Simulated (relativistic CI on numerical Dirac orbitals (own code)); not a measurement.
Gd39+: q coefficients and field-shift factors

These numbers are calculated, not measured: Dirac-Coulomb-Breit CI, separate exchange-only KLI orbitals for each configuration, derivatives by finite differences, unscaled Slater integrals, QED left out (own radial code, finite nucleus).

Configuration list (outside the closed core [Ne]): 3s2 3p6 3d7, 3s2 3p5 3d8, 3s2 3p4 3d9, 3s 3p6 3d8, 3p6 3d9, 3s 3p5 3d9, 3s2 3p6 3d6 4s, 3s2 3p6 3d6 4p. Levels of other configurations are missing.

With x = (α/α₀)² − 1 an excitation energy changes as ω = ω₀ + qx; K = 2q/ω₀ is the relative enhancement. Terms are leading LS components, so labels can repeat. The field-shift factor is F = δν/δ⟨r²⟩ for the transition from the lowest level.

Lowest level 3s2 3p6 3d7 4F_9/2.

| Level | ω₀ (cm⁻¹) | q (cm⁻¹) | K | F (GHz/fm²) |
| --- | --- | --- | --- | --- |
| 3s2 3p6 3d7 2P_3/2 | 82267 | 3066 | 0.0745 | -0.214 |
| 3s2 3p6 3d7 2D_5/2 | 120455 | 23750 | 0.394 | 0.513 |
| 3s2 3p6 3d7 4F_7/2 | 248772 | 273200 | 2.2 | 4.11 |
| 3s2 3p6 3d7 2G_9/2 | 302328 | 258500 | 1.71 | 4.1 |
| 3s2 3p6 3d7 4F_3/2 | 312683 | 279300 | 1.79 | 4.28 |
| 3s2 3p6 3d7 4P_5/2 | 325975 | 283500 | 1.74 | 4.44 |
| 3s2 3p6 3d7 4P_1/2 | 339108 | 271600 | 1.6 | 3.92 |
| 3s2 3p6 3d7 2H_11/2 | 358572 | 260400 | 1.45 | 4.41 |
| 3s2 3p6 3d7 2G_7/2 | 393647 | 283900 | 1.44 | 4.53 |
| 3s2 3p6 3d7 2F_5/2 | 436835 | 258000 | 1.18 | 4.33 |
| 3s2 3p6 3d7 2D_3/2 | 540389 | 334100 | 1.24 | 5.75 |
| 3s2 3p6 3d7 4F_5/2 | 552911 | 531400 | 1.92 | 8.04 |
| 3s2 3p6 3d7 4P_3/2 | 581574 | 492800 | 1.69 | 7.43 |
| 3s2 3p6 3d7 2P_1/2 | 611792 | 544800 | 1.78 | 7.96 |
| 3s2 3p6 3d7 2H_9/2 | 612793 | 534100 | 1.74 | 8.46 |
| 3s2 3p6 3d7 2F_7/2 | 640303 | 517600 | 1.62 | 8.07 |
| 3s2 3p6 3d7 2D_5/2 | 799239 | 534800 | 1.34 | 8.82 |
| 3s2 3p6 3d7 2D_3/2 | 891788 | 800800 | 1.8 | 12.1 |
| 3s2 3p5 3d8 4G°_11/2 | 2500877 | 352400 | 0.282 | 15 |
| 3s2 3p5 3d8 2D°_5/2 | 2584043 | 353700 | 0.274 | 13.7 |
| 3s2 3p5 3d8 2F°_7/2 | 2588354 | 358500 | 0.277 | 13.4 |
| 3s2 3p5 3d8 4F°_9/2 | 2643927 | 354400 | 0.268 | 15.1 |
| 3s2 3p5 3d8 2S°_1/2 | 2714770 | 370900 | 0.273 | 15.3 |

At this charge energies of transitions that change n are usually good to better than 1 %, and those within a shell (Δn = 0) to a few per cent. Terms inside the open d or f shell come out 10 to 20 % too wide with unscaled integrals.
